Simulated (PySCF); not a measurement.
Two-component Hartree-Fock for Tl³⁶⁺ (thallium, charge +36)

Start: [Kr] 4d9; 4d3/2 filled at m_j = -3/2, -1/2, +1/2, +3/2; 4d5/2 filled at m_j = -3/2, -1/2, +1/2, +3/2, +5/2. Calculated with PySCF 2.14 in an uncontracted even-tempered set (17 s from 3.9 bohr⁻², ratio 2.8; 14 p from 5.1 bohr⁻², ratio 2.8; 9 d from 5.1 bohr⁻², ratio 2.8; 3 f from 23 bohr⁻², ratio 3): generalised Hartree-Fock with the X2C-1e Hamiltonian and a Gaussian nucleus; one run each with spin-orbit coupling (SO) switched off, then screened by Boettger's factors.

```
spinor shell  electrons  ε, spin-free (eV)  ε, screened SO (eV)  weight of nominal j (screened SO)  rms radius, screened SO (bohr)
       1s1/2          2           -87482.6             -87446.7                              1.000                          0.0184
       2s1/2          2           -16947.0             -16935.5                              1.000                          0.0744
       2p1/2          2           -14798.4             -16291.0                              1.000                          0.0629
       2p3/2          4           -14798.4             -14220.3                              1.000                          0.0711
       3s1/2          2            -5224.2              -5220.4                              1.000                           0.189
       3p1/2          2            -4594.9              -4933.9                              1.000                           0.180
       3p3/2          4            -4594.9              -4460.6                              1.000                           0.196
       3d3/2          4            -3936.7              -3996.3                              1.000                           0.171
       3d5/2          6            -3936.7              -3894.3                              1.000                           0.176
       4s1/2          2            -2189.2              -2188.0                              1.000                           0.391
       4p1/2          2            -1956.4              -2060.0                              1.000                           0.392
       4p3/2          4            -1956.4              -1914.4                              1.000                           0.423
       4d3/2          4            -1695.9              -1713.1                              0.996                           0.411
       4d5/2          5            -1695.9              -1683.5                              0.997                           0.419
```

```
   quantity     spin-free   screened SO
E (hartree)  -19498.76056  -19534.12918
        M_J           5/2           5/2
       ⟨J²⟩         8.750         8.750
       ⟨L²⟩         6.000         6.126
       ⟨S²⟩         0.750         0.876
```

Each row is a mean over spinors that exchange with the open shell spreads, by up to 16.092 eV (4p3/2).

Breit and QED terms are absent; they matter most for the inner s and p1/2 levels.

Densities and radii are taken from the X2C orbitals without a picture-change correction, which distorts them close to the nucleus.

Without spin-orbit coupling the j labels of p, d and f shells carry no meaning; the spin-free column gives the mean over the occupied spinors of each nl shell.
